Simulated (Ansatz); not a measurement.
# BGaH6NSi+: where a starting geometry ends

The starting geometry of this gas-phase singlet was optimised with GFN2-xTB.

| atom | x (Å) | y (Å) | z (Å) |
| --- | --- | --- | --- |
| B | 0.8762 | 2.5003 | -0.1277 |
| Ga | -1.3591 | 0.6696 | -0.5745 |
| N | 0.0686 | 1.8075 | -1.0593 |
| Si | -3.2462 | -0.8277 | 0.3789 |
| H | 0.6294 | 2.3490 | 1.0142 |
| H | 1.7435 | 3.1856 | -0.5015 |
| H | 0.3032 | 1.9567 | -2.0403 |
| H | -2.8432 | -2.1449 | -0.1425 |
| H | -3.0912 | -0.6209 | 1.8279 |
| H | -4.4303 | -0.2161 | -0.2482 |

Predict what becomes of its bonds when it is optimised with PBE-D3(BJ)/def2-SVP.

A new bond forms, giving a structure given below by its coordinates. Contacts that close: B1–Ga2 (2.92 → 2.34 Å).

The energy falls by 0.42 eV over 15 steps:

```
step  E − E(last) (eV)
   1             0.424
   3             0.190
   4             0.173
   6             0.099
   7             0.080
   9             0.032
  10             0.002
  12             0.000
  13             0.000
  15             0.000
```

Final geometry (Å):

```xyz
10

B     0.5771    2.2578   -0.1878
Ga   -1.2106    0.7869   -0.5315
N     0.0613    1.7826   -1.3997
Si   -2.9543   -0.5886    0.4339
H    -0.0780    1.7696    0.8023
H     1.4851    3.0083    0.0686
H     0.3722    1.9921   -2.3533
H    -2.6085   -1.9586   -0.0553
H    -2.7923   -0.3810    1.9048
H    -4.2011   -0.0100   -0.1549
```

Frequencies at the end show an imaginary mode, so it is a saddle point. Run with Ansatz 0.2.0, 25 s on 2 threads of Arm Neoverse V2 (shared host).
